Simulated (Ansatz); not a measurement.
Input file for Ansatz (a program for electronic structure): U-CCSD(T)/def2-SVP on F (SMILES [F]).

Ansatz 0.2 input:
```yaml
crystal:
  periodic: [false, false, false]
  atoms:
    - {symbol: F, position_ang: [0.00000000, 0.00000000, 0.00000000]}
basis:
  gaussian:
    orbitals: def2-SVP
magnetization: {spin_polarized: true, initial_magnetization: 1}
correlation: {method: ccsd_t, electrons: outside_noble_gas}
scf: {omitted_lower_state_checks: [cluster_reference]}
```

It printed:

```
WARN ansatz: RAYON_NUM_THREADS=4 ignored (pool sized by the plan → 4); use --threads N
Functional definition: HF
these checks for a lower state are left out or cut short: cluster_reference
integrals: 0.00 GiB planned
71 factors; integrals over basis functions are off by at most 8.0e-5 eV
mean field: 0.04 GiB planned
mean field evaluation 1: about -2701.5085 eV, gradient 7.1e0 eV
mean field evaluation 2: about -2701.5087 eV, gradient 7.1e0 eV
mean field evaluation 4: about -2701.6549 eV, gradient 6.3e-1 eV
mean field evaluation 8: about -2701.6567 eV, gradient 3.4e-4 eV
mean field evaluation 16: about -2701.6567 eV, gradient 4.3e-6 eV
mean field -2701.65666547 eV, -99.2840512072 hartree, gradient 2.3e-6 eV, S^2 0.752413; 3 other end points of the search recorded, 0 dependent functions left out
1 core orbitals not correlated
reference -2701.65666547 eV, -99.2840512072 hartree; 4, 3 occupied and 9, 10 virtual orbitals, 71 factors
second order -3.76551927 eV of doubles, -0.00000000 eV of singles
coupled cluster: 0.04 GiB planned
cycle   1  -4.01000104 eV  change   -2.4e-1 eV  update   2.1e-2
cycle   2  -4.06731400 eV  change   -5.7e-2 eV  update   5.9e-3
cycle   3  -4.07499170 eV  change   -7.7e-3 eV  update   1.8e-3
cycle   4  -4.07480909 eV  change    1.8e-4 eV  update   5.7e-4
cycle   5  -4.07488616 eV  change   -7.7e-5 eV  update   9.3e-5
cycle   6  -4.07489187 eV  change   -5.7e-6 eV  update   1.3e-5
cycle   7  -4.07489262 eV  change   -7.5e-7 eV  update   1.9e-6
perturbative correction -0.02492082 eV, -0.0009158232 hartree
Total energy: -2705.75647890 eV, -99.4347165721 hartree
Checks for a lower state left out: cluster_reference
```

The run converged.

Cost: around 0.21 core-seconds (rough).
